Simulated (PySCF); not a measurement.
**Telling isomers of C₄H₃N₃ apart by NMR**

Computational details: geometry: GFN2-xTB, GIAO PBE0/pcSseg-1 shieldings, J couplings at B3LYP/pcJ-1 (spin–dipole term left out of most H,H and C,H couplings), in PySCF 2.14.0 with density-fitted response routines (no solvent model, non-relativistic, equivalent nuclei averaged, a single conformation).

Shifts are taken against calculated references (same method and geometry level): $^{1}$H, $^{13}$C vs TMS. Multiplet labels drop J under 1 Hz and among equivalent protons, and merge close values. Unscaled 3J(H,H) run several per cent high. Where no couplings were computed, multiplicities follow the n + 1 count of equivalent neighbours, and m marks all less simple cases (inequivalent or close neighbours, rings, F or P nearby). Shifts are as computed. Against solution values, carbons near 30 ppm lie about +3 ppm off and those near 130 ppm about +5 ppm (rms about the fit 2.1 ppm; single classes can miss by 10 ppm). Of 1328 compounds with measured shifts, 309 miss one by over three times the rms of a fit or turn the order of signals round; such compounds aren't used in these exercises. Signals without a measured value on file couldn't be tested in this way; 1H shifts scatter by 0.2 ppm about their fit, and single ones miss by 0.5 ppm. OH and NH positions are gas-phase values without hydrogen bonding to other molecules.

(1) Tabulate the signals of `N#Cc1ccn[nH]1`, `N#Cc1cn[nH]c1` and their relative energies.

(2) What is the quickest way to tell N#Cc1ccn[nH]1 from N#Cc1cn[nH]c1?

Answers

(1) 
```tsv
SMILES	carbon types	δC	δH	E rel. (kcal/mol)
N#Cc1ccn[nH]1	2×C 2×CH	143.8, 121.9, 118.5, 116.1	9.93 (br s, 1H), 7.84 (d, 1H), 7.01 (d, 1H)	2.9
N#Cc1cn[nH]c1	2×C 2×CH	148.0, 138.6, 117.9, 99.5	9.67 (br s, 1H), 7.97 (m, 1H), 7.80 (m, 1H)	0.0
```

Energies are electronic energies at PBE0/pcSseg-1 on these geometries, without zero-point or thermal terms, each for the one conformer computed, which needn't be the lowest.

(2) Both give the same number of carbon signals, with the same numbers of each carbon type, so the positions decide. The first has an aromatic CH at 121.9 ppm, the second a substituted aromatic carbon (C) at 99.5 ppm. Their most deshielded carbons lie at 143.8 and 148.0 ppm.
